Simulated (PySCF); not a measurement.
## Radial density of Sn (tin, neutral)

UHF, [Kr] 4d10 5s1 5p2 6s1, high-spin 5P determinant (an excited configuration). All numbers are calculated (PySCF 2.14, a scalar-relativistic core potential, in aug-cc-pVQZ-PP with one added diffuse shell each of s, p, d, f, g type with ECP28MDF (8s8p6d4f3g, 117 functions)). This is the valence pseudo-density: the core potential removes the inner electrons and smooths the orbitals near the nucleus.

| r (bohr) | 4πr²ρ (e/bohr) | 4πr²(ρα − ρβ) |
| --- | --- | --- |
| 0.00420 | 1.314e-05 | 0.0000 |
| 0.00707 | 3.335e-05 | 0.0000 |
| 0.0119 | 7.634e-05 | 0.0000 |
| 0.0200 | 0.0001580 | 0.0000 |
| 0.0337 | 0.0002825 | 0.0000 |
| 0.0566 | 0.0005437 | 0.0000 |
| 0.0952 | 0.002289 | 0.0001 |
| 0.160 | 0.02419 | 0.0001 |
| 0.269 | 0.4018 | 0.0033 |
| 0.453 | 6.363 | 0.0922 |
| 0.762 | 22.85 | 0.0952 |
| 1.28 | 10.18 | 0.2418 |
| 2.16 | 2.183 | 1.4544 |
| 3.63 | 0.6222 | 0.6155 |
| 6.10 | 0.2066 | 0.2066 |
| 10.3 | 0.06039 | 0.0604 |
| 17.3 | 0.001352 | 0.0014 |

Energies and moments cover only the electrons outside the core potential. The outer electron is Rydberg-like, and this basis confines it to a smaller radius and binds it less than a complete one would.
